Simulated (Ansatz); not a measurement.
Species: C3H7B, SMILES `BC1CC1` (charge 0, multiplicity 1).

### Question
Give a relaxed geometry from PBE-D3(BJ)/def2-TZVP run with Ansatz (a first-principles code).

### Answer
Several could match; the one computed here: the end point of this relaxation, one of several conformers (outside a Z-matrix the atoms follow the SMILES, hydrogens last).
Z-matrix (Å, degrees):
```
C
H 1 1.0920
B 1 1.5200 2 120.80
H 3 1.2037 1 122.30 2 -0.02
H 3 1.2073 4 119.09 1 179.94
C 1 1.5485 2 113.77 3 -148.67
H 6 1.0894 1 116.95 2 146.43
H 6 1.0897 7 114.96 1 139.85
C 6 1.4746 7 118.74 8 149.44
H 9 1.0894 6 118.74 7 0.00
H 9 1.0897 10 114.97 6 149.45
```
